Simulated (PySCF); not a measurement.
Gas-phase reaction: I₂ + 5 F₂ → 2 IF₅

Computed with PySCF and rigid-rotor harmonic-oscillator thermochemistry at 1 bar. † marks an energy on the PBE0/def2-TZVP geometry and frequencies. MP2 freezes the core. All species are closed-shell singlets. I: scalar-relativistic def2 core potential, no spin-orbit coupling. MP2 isn't extrapolated to the basis-set limit.

MP2/def2-SVP† gives ΔH°(298 K) = -1431 kJ.

Problem. What do r2SCAN/def2-TZVP†, M06-2X/def2-TZVP†, BLYP/def2-TZVP† give?

Solution. r2SCAN/def2-TZVP†: -1820 kJ; M06-2X/def2-TZVP†: -1718 kJ; BLYP/def2-TZVP†: -1654 kJ. For scale, ΔH°(298 K) is -1431 kJ at this level, -1712 kJ at ωB97M-V/def2-TZVP†, and runs from -1967 to -1146 kJ over the 18 levels computed.
